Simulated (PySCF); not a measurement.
## Calculated data, CH4GeO, AlClGeH3

All values are calculated (PySCF 2.14.0). Calculation on a computer-drawn molecule: the log of a Hartree-Fock and frozen-core CCSD(T) single point meant for a local Hartree-Fock minimum, with one planted fault or none, to be diagnosed. Offsets are logged minus clean, where the clean run is the same molecule without the fault. The reference is restricted for singlets and unrestricted otherwise, and also for a bond in bohr or an excited solution. Adding or removing an electron swaps singlet and doublet. The excited solution moves the top pair (singlet) or top alpha electron (doublet) to the lowest empty orbital. Highest occupied and lowest empty are orbital energies over both spins, largest force is the largest gradient component, triples share is (T) over the correlation energy, the T1 limit is 0.02 restricted and 0.045 unrestricted, electrons count all cores, a negative frequency is imaginary (commonest isotopes), and the dipole is about the centre of nuclear charge; on germanium a core potential holds 10 electrons, which the energies leave out, and 3d is frozen in MP2 and coupled-cluster steps.

Common to all runs: meant multiplicity 1; meant basis and core potential on germanium cc-pVDZ-PP ECP10MDF; logged SCF converged yes; logged CC converged yes; logged SCF stable within its kind yes; possible faults no fault, one electron removed, one electron added, multiplicity raised by two, geometry at a saddle point, SCF held on an excited solution, minimal basis STO-3G, one bond length entered in bohr, all coordinates scaled.

(1) 
```xyz
7
formula=CH4GeO meant_charge=0 meant_basis=cc-pVDZ logged_electrons=50 logged_basis_functions=71 logged_spin_squared=2.0127 logged_highest_occupied=-6.9357 logged_lowest_empty=-0.11631 logged_largest_force=0.016984 logged_T1_diagnostic=0.015657 logged_D1_diagnostic=0.052859 logged_triples_share=0.025159 logged_dipole_magnitude=2.3918 logged_energy_HF=-408.38018 logged_energy_CCSD(T)=-408.81699 planted_fault=multiplicity_raised_by_two HF_energy_offset_from_clean_run=42.66 CCSD(T)_energy_offset_from_clean_run=57.52
C     -0.4899     0.5258    -1.6641
Ge    -1.2115    -0.1623     0.0797
O     -2.4649     1.0870     0.3349
H     -0.1005     1.5428    -1.5331
H     -1.2893     0.5707    -2.4136
H      0.3141    -0.1041    -2.0528
H     -2.5544     1.7669    -0.3190
```

Units: logged_highest_occupied, logged_lowest_empty in eV; logged_largest_force in hartree/bohr; logged_dipole_magnitude in debye; logged_energy_HF, logged_energy_CCSD(T) in hartree; HF_energy_offset_from_clean_run, CCSD(T)_energy_offset_from_clean_run in kcal/mol.

Drawn bonds:
```tsv
atom	other atom	order
1	2	1
2	3	1
1	4	1
1	5	1
1	6	1
3	7	1
```

(2) 
```xyz
6
formula=AlClGeH3 meant_charge=1 meant_basis=cc-pV(D+d)Z logged_electrons=65 logged_basis_functions=84 logged_spin_squared=0.7679 logged_highest_occupied=-7.2994 logged_lowest_empty=0.68196 logged_largest_force=0.034476 logged_T1_diagnostic=0.012444 logged_D1_diagnostic=0.030478 logged_triples_share=0.023626 logged_dipole_magnitude=2.0596 logged_energy_HF=-996.58112 logged_energy_CCSD(T)=-996.91251 planted_fault=one_electron_added HF_energy_offset_from_clean_run=-150.3 CCSD(T)_energy_offset_from_clean_run=-158.6
Cl    -0.3838     1.9891    -0.3078
Al     1.2114     0.8606    -0.9719
Ge     1.6084    -0.9378     0.8474
H      2.1307     0.8677    -2.2155
H      0.9346    -2.3050     0.8980
H      2.4866    -0.7628     2.0819
```

Units: logged_highest_occupied, logged_lowest_empty in eV; logged_largest_force in hartree/bohr; logged_dipole_magnitude in debye; logged_energy_HF, logged_energy_CCSD(T) in hartree; HF_energy_offset_from_clean_run, CCSD(T)_energy_offset_from_clean_run in kcal/mol.

Drawn bonds:
```tsv
atom	other atom	order
1	2	1
2	3	1
2	4	1
3	5	1
3	6	1
```
